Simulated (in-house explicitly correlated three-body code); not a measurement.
Values are calculated unless marked as measured or tabulated.
**Two electrons around a charge Z: errors of exchange and correlation functionals on the exact density**

The exact non-relativistic ground state comes from a variational code in 260 exponentially correlated functions, the Kohn-Sham parts from inverting its density (past Z = 6 the correlation energy is taken as exact minus Hartree-Fock, equal to within microhartrees), and self-consistent runs (Hartree-Fock is restricted) from a B-spline radial code. Z may be fractional; the second electron is bound down to Z = 0.911.

Each entry is functional minus exact.

| Z | RPBE x (mEh) | RPBE c (mEh) | PBEsol x (mEh) | PBEsol c (mEh) | AM05 x (mEh) | AM05 c (mEh) |
| --- | --- | --- | --- | --- | --- | --- |
| 0.925 | -25.83 | +19.48 | -1.29 | +12.50 | +18.13 | -9.52 |
| 1.205 | -12.10 | +5.32 | +22.36 | -3.16 | +50.04 | -32.23 |
| 1.48 | -9.12 | +2.45 | +35.31 | -6.93 | +70.94 | -42.24 |
| 1.88 | -6.77 | +0.61 | +52.32 | -9.72 | +99.58 | -52.98 |
| 2.4 | ? | ? | ? | ? | ? | ? |
| 3.06 | -2.45 | -1.25 | +100.1 | -13.17 | +181.8 | -74.67 |
| 3.98 | ? | ? | ? | ? | ? | ? |
| 5.1 | +3.45 | -2.02 | +181.4 | -15.13 | +322.8 | -98.14 |

Question: What belongs in the row Z = 2.4?

Answer: RPBE x (mEh): -4.65; RPBE c (mEh): -0.53; PBEsol x (mEh): +73.58; PBEsol c (mEh): -11.71; AM05 x (mEh): +136.0; AM05 c (mEh): -63.80.

Question: What belongs in the row Z = 3.98?

Answer: RPBE x (mEh): +0.29; RPBE c (mEh): -1.74; PBEsol x (mEh): +136.9; PBEsol c (mEh): -14.33; AM05 x (mEh): +245.5; AM05 c (mEh): -86.63.

Question: How do the exchange errors scale with Z?

Answer: RPBE +8.16 % in the size of E_x at Z = 0.925 and -0.12 % at 5.1; PBEsol +0.41 % in the size of E_x at Z = 0.925 and -6.12 % at 5.1; AM05 -5.73 % in the size of E_x at Z = 0.925 and -10.89 % at 5.1. Exchange scales linearly under uniform scaling of the density, so its relative error changes only with the density's shape.
